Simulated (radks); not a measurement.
Yb1.75+, 68.25 electrons, occupied as [Xe] 4f13.25 6p1 (fractional occupations, a model configuration). Method: scalar-relativistic Kohn-Sham, PBE, spin-unpolarised, spherical densities, point nucleus; computed with a radial shooting solver on a logarithmic mesh with Libxc functionals.

Radial electron density D(r) = 4 pi r^2 rho(r):

```
   r/bohr * D(r) (the largest magnitude, 126, reaches the edge; | marks zero)
 0.002136 |       *
 0.002894 |            *
 0.003954 |                 *
 0.005402 |                         *
  0.00738 |                                *
     0.01 |                                      *
  0.01366 |                                        *
  0.01867 |                                      *
   0.0255 |                                    *
  0.03484 |                                        *
  0.04722 |                                                  *
  0.06451 |                                                      *
  0.08813 |                                             *
   0.1204 |                                          *
   0.1632 |                                                 *
   0.2229 |                                       *
   0.3045 |                       *
    0.416 |                           *
   0.5638 |                       *
   0.7703 |           *
    1.052 |      *
    1.438 |   *
    1.948 |*
    2.662 *
    3.636 *
    4.968 *
    6.733 *
    9.198 *
```

D(r) has 4 maxima, at r = 0.0134, 0.0605, 0.168, 0.454 bohr, and minima at 0.0257, 0.110, 0.322 bohr, inside which lie 1.91, 11.13, 29.67 electrons.
